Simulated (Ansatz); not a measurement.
Ga₆S₁₀⁻ (the lowest doublet isomer of a short search). Total charge -1; doublet. Geometry PBE-D4/def2-SVP, basis def2-TZVP, Ansatz.

```
atom   x (Å)   y (Å)   z (Å)
 Ga1  -1.336   1.941  -0.663
 Ga2  -0.798  -0.178   1.913
 Ga3   1.369   2.865   0.332
 Ga4  -2.759  -0.868  -0.316
 Ga5   2.867  -1.123   0.311
 Ga6   0.133  -2.078  -0.655
  S7   2.193  -2.744  -1.198
  S8  -0.632   2.031   1.655
  S9  -1.953  -2.730  -1.276
 S10   0.735  -1.748   1.642
 S11   1.983   0.838  -0.889
 S12  -2.920  -0.890   1.942
 S13   4.590  -0.368   1.278
 S14   0.080   0.182  -1.610
 S15  -3.342   1.075  -1.285
 S16  -0.208   3.794  -1.181
```

```csv
run,HOMO (eV),LUMO (eV)
A,-2.15,-1.67
B,-2.77,-1.22
C,-1.98,-1.66
D,-2.08,-1.78
```

Single mean-field runs in def2-TZVP are fitted with def2-universal-jkfit. The structure comes from a short search, and lower isomers may exist.

HOMO and LUMO are taken over both spins.

Question: The runs used PBE, PBE0, r2SCAN, revPBE. Estimate which is which.

Answer: A r2SCAN (0 % exact exchange); B PBE0 (25 % exact exchange); C revPBE (0 % exact exchange); D PBE (0 % exact exchange). Exact exchange lowers occupied and raises empty levels; among semilocal functionals meta-GGAs tend to open the gap a little, and such runs are hard to tell apart. The gap grows from 0.30 eV (PBE) to 1.55 eV (PBE0).
